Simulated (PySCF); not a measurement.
Gas-phase reaction: SbF5 = SbF3 + F2

Method: PySCF energies plus ideal-gas RRHO corrections (1 bar). † marks an energy on the PBE0/def2-TZVP geometry and frequencies. MP2 freezes the core. All species are closed-shell singlets. Sb: scalar-relativistic def2 core potential, no spin-orbit coupling. MP2 isn't extrapolated to the basis-set limit.

HF/def2-TZVP† gives ΔH°(298 K) = 451 kJ.

Question: What do r2SCAN/def2-TZVP†, LDA/def2-TZVP†, MP2/def2-TZVPP† give?

Answer: r2SCAN/def2-TZVP†: 425 kJ; LDA/def2-TZVP†: 421 kJ; MP2/def2-TZVPP†: 442 kJ. For scale, ΔH°(298 K) is 451 kJ at this level, 414 kJ at ωB97M-V/def2-TZVP†, and runs from 347 to 458 kJ over the 17 levels computed.
